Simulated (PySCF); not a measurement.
Species: C7H8O2P (charge -1).
Numbering: `[CH:1]#[C:2][P@@:3](=[O:4])([O-:5])[C:6]1=[CH:7][CH2:8][CH2:9][CH2:10]1` (hydrogens: H11 on C1; H12 on C7; H13, H14 on C8; H15, H16 on C9; H17, H18 on C10)

Computed with PySCF at PBE0/pcSseg-1, non-relativistic, on one gas-phase PBE0-D3(BJ)/def2-SVP geometry that isn't relaxed in the solvent. The solvent is an IEF-PCM continuum (van der Waals radii × 1.2). Specific hydrogen bonds and non-electrostatic terms are outside this model.

Gas phase at PBE0/pcSseg-1: HOMO -2.53 eV, LUMO 3.64 eV.

What does the continuum do to the energy and the frontier levels at PBE0/pcSseg-1 in tetrahydrofuran and water?

| solvent | ε | E(solvent) − E(gas) (kJ/mol) | polarisation term (kJ/mol) | distortion of the solute (kJ/mol) | HOMO (eV) | LUMO (eV) |
| --- | --- | --- | --- | --- | --- | --- |
| tetrahydrofuran | 7.426 | -228.63 | -245.27 | 16.64 | -6.29 | 0.36 |
| water | 78.36 | -267.72 | -292.97 | 25.25 | -6.77 | -0.13 |

Polarisation term: ½ Σ q·V over the induced surface charges. Distortion: the rise of the solute's own energy as its density leaves the gas-phase optimum. From tetrahydrofuran to water the lowering changes by a factor 1.17, Born's factor 1 − 1/ε by 1.14 and ε itself by 10.6.

Which radius a makes Born's formula ΔE = −(q²/2a)(1 − 1/ε) give the value in water?

a = q²(1 − 1/ε)/(2|ΔE|) = 2.56 Å, with q = -1 e and |ΔE| = 0.1020 Eh; the farthest nucleus lies 4.62 Å from the centroid of the nuclei. The formula assumes a point charge at the centre of a sphere.

Which ESP-fitted charges (PBE0/pcSseg-1) respond most in tetrahydrofuran (means over atoms taken as equivalent)?

```tsv
atoms	environment	gas (e)	solvent (e)	change
C2	alkyne carbon	-0.150	-0.216	-0.066
C1	terminal alkyne carbon	-0.443	-0.392	+0.051
O4	oxygen bonded to P	-0.733	-0.782	-0.049
O5	oxygen bonded to P	-0.738	-0.786	-0.048
C10	allylic carbon	+0.150	+0.108	-0.042
H11	alkyne hydrogen	+0.263	+0.305	+0.042
```
